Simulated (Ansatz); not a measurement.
Basis sets compared for the cluster Hg4O5. The state is a singlet with charge 0. Geometry B3LYP-D4/def2-SVP. Ansatz on 4 threads of Arm Neoverse V2 on a shared host; times are rough, and most runs start from earlier orbitals.

```xyz
9

Hg   -1.1675   -0.0230   -1.3590
Hg    1.4822    1.1000   -0.3932
Hg   -0.4786   -1.2547    1.3305
Hg   -3.3758    0.0944   -3.7317
O     2.4925    0.6315    1.3407
O    -1.9710   -1.3741   -0.0408
O     1.5596    0.4384    2.3772
O     0.2572    1.3064   -1.9987
O     1.2015   -0.9189    2.4749
```

In the def2 sets Hg takes a core potential; there is no spin–orbit coupling. The structure holds 2 bonds between oxygen atoms, so isomers without such links may lie far lower. The structure comes from a short search, and lower isomers may exist.

Binding counts from free atoms (Hg singlet, O triplet) in the same basis, without a counterpoise term.

```tsv
level	functions	energy (Eh)	HOMO (eV)	LUMO (eV)	binding per atom (eV)	wall time
PBE-D4/def2-SVP	198	-989.3421	-5.85	-3.65	1.70	4.3 s
PBE0-D4/def2-SVP	198	-989.1044	-6.97	-2.90	1.33	7.5 s
```

Question: Estimate the rows for PBE-D4/def2-TZVP (with forces), PBE0-D4/def2-TZVP.

Answer: 
```csv
level,functions,energy (Eh),HOMO (eV),LUMO (eV),binding per atom (eV),wall time
PBE-D4/def2-TZVP (with forces),327,-989.8453,-6.00,-3.76,1.73,9.5 s
PBE0-D4/def2-TZVP,327,-989.6095,-7.09,-2.97,1.38,21 s
```
